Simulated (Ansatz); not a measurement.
Input and output for C₄H₃FeO₄P (`[O+]#[C][Fe-5]([PH3+])([C]#[O+])([C]#[O+])[C]#[O+]`).

```yaml
crystal:
  periodic: [false, false, false]
  atoms:
    - {symbol: O, position_ang: [0.448972, -0.095033, 2.921562]}
    - {symbol: C, position_ang: [0.423838, 0.061908, 1.789462]}
    - {symbol: Fe, position_ang: [0.386870, 0.306624, 0.025601]}
    - {symbol: P, position_ang: [-1.337348, -1.059536, -0.088256]}
    - {symbol: C, position_ang: [-0.625974, 1.593137, -0.675484]}
    - {symbol: O, position_ang: [-1.275012, 2.419665, -1.125490]}
    - {symbol: C, position_ang: [1.291270, -0.793828, -1.043764]}
    - {symbol: O, position_ang: [1.872771, -1.498983, -1.730411]}
    - {symbol: C, position_ang: [1.774677, 1.407826, 0.118822]}
    - {symbol: O, position_ang: [2.664729, 2.114329, 0.178869]}
    - {symbol: H, position_ang: [-2.525358, -0.723929, 0.593507]}
    - {symbol: H, position_ang: [-1.198557, -2.381321, 0.383316]}
    - {symbol: H, position_ang: [-1.900888, -1.350871, -1.347746]}
basis:
  gaussian: {orbitals: def2-SVPD}
hamiltonian: {xc: {name: HSE06}}
accuracy: high
output: {forces: true}
```

```sh
$ ansatz run in.yaml --threads 4 --pin off --events-out ev --progress --plain --max-ram 66560MiB --backend cpu
```

Output, abridged:

```
Functional definition: HSE06
5146 factors; integrals over basis functions are off by at most 8.1e-9 eV
210 factors; integrals over basis functions are off by at most 1.5e-9 eV
mean field evaluation 1: about -56005.5768 eV, gradient 1.0e2 eV
mean field evaluation 2: about -55683.0289 eV, gradient 3.2e2 eV
mean field evaluation 4: about -55966.6106 eV, gradient 2.0e2 eV
mean field evaluation 8: about -56022.4649 eV, gradient 1.6e0 eV
mean field evaluation 16: about -56022.4721 eV, gradient 2.4e-8 eV
mean field -56022.47205539 eV, -2058.7878746403 hartree, gradient 2.4e-8 eV, S^2 0.000000; 0 other end points of the search recorded, 0 dependent functions left out
reference -56022.47206142 eV, -2058.7878748618 hartree; 50, 50 occupied and 204, 204 virtual orbitals, 5146 factors
Total energy: -56022.47206142 eV, -2058.7878748618 hartree
Atom 0 at     0.448972    -0.095033     2.921562 Å, force     0.020594    -0.085004     0.651572 eV/Å
Atom 1 at     0.423838     0.061908     1.789462 Å, force    -0.016661     0.077167    -0.574363 eV/Å
Atom 2 at     0.386870     0.306624     0.025601 Å, force     0.086816     0.068760     0.005659 eV/Å
Atom 3 at    -1.337348    -1.059536    -0.088256 Å, force     0.033178     0.026363     0.001918 eV/Å
Atom 4 at    -0.625974     1.593137    -0.675484 Å, force     0.325428    -0.422035     0.228094 eV/Å
Atom 5 at    -1.275012     2.419665    -1.125490 Å, force    -0.367086     0.480360    -0.257914 eV/Å
Atom 6 at     1.291270    -0.793828    -1.043764 Å, force    -0.298750     0.354420     0.348360 eV/Å
Atom 7 at     1.872771    -1.498983    -1.730411 Å, force     0.340720    -0.400683    -0.394553 eV/Å
Atom 8 at     1.774677     1.407826     0.118822 Å, force    -0.467027    -0.370804    -0.031507 eV/Å
Atom 9 at     2.664729     2.114329     0.178869 Å, force     0.541529     0.429557     0.036220 eV/Å
Atom 10 at    -2.525358    -0.723929     0.593507 Å, force    -0.163846     0.061579     0.103422 eV/Å
Atom 11 at    -1.198557    -2.381321     0.383316 Å, force     0.035378    -0.187425     0.071555 eV/Å
Atom 12 at    -1.900888    -1.350871    -1.347746 Å, force    -0.070274    -0.032254    -0.188463 eV/Å
Dipole moment:    -0.619380    -0.490767    -0.040927 e Å
```

Hardware: 4 threads of an AMD EPYC 7R13 on a shared host. Wall time 34 s, peak host memory 2.7 GiB.
